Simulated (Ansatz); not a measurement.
`C/C([SiH3])=C\O`, relaxed with RKS PBE0-D4/def2-TZVP in the Gaussian-basis code of Ansatz from a PBE-D4/def2-SVP geometry. The force threshold is 0.005 eV/Å; the program also tests the step.

Charge 0, multiplicity 1.

Start:

```xyz
13

C    -1.221   -0.818   -0.546
C    -0.051   -0.023   -0.016
Si    1.696   -0.505   -0.477
C    -0.231    1.047    0.800
O    -1.465    1.472    1.192
H    -2.186   -0.423   -0.171
H    -1.151   -1.887   -0.251
H    -1.254   -0.802   -1.656
H     2.015   -1.915   -0.040
H     2.674    0.436    0.178
H     1.909   -0.460   -1.971
H     0.625    1.629    1.189
H    -1.361    2.248    1.770
```

(1) How much energy does the relaxation release, and in how many steps? (Best estimate.)

(2) Which bonds change most? (An estimate is asked.)

(3) Give the relaxed structure. (Estimate.)

Answers

(1) Computed: 5.51 kJ/mol, in 6 steps, 1 of them rejected.

(2) The calculation gave: C2–C4 from 1.357 to 1.334 Å; C2–Si3 from 1.871 to 1.850 Å; Si3–H9 from 1.509 to 1.491 Å; Si3–H11 from 1.509 to 1.491 Å.

(3) The calculation gave: 
```xyz
13

C    -1.215   -0.816   -0.544
C    -0.054   -0.024   -0.015
Si    1.677   -0.496   -0.469
C    -0.219    1.029    0.787
O    -1.441    1.466    1.185
H    -2.167   -0.428   -0.181
H    -1.140   -1.867   -0.248
H    -1.235   -0.798   -1.638
H     1.990   -1.887   -0.035
H     2.635    0.440    0.181
H     1.882   -0.449   -1.945
H     0.626    1.599    1.167
H    -1.339    2.230    1.756
```
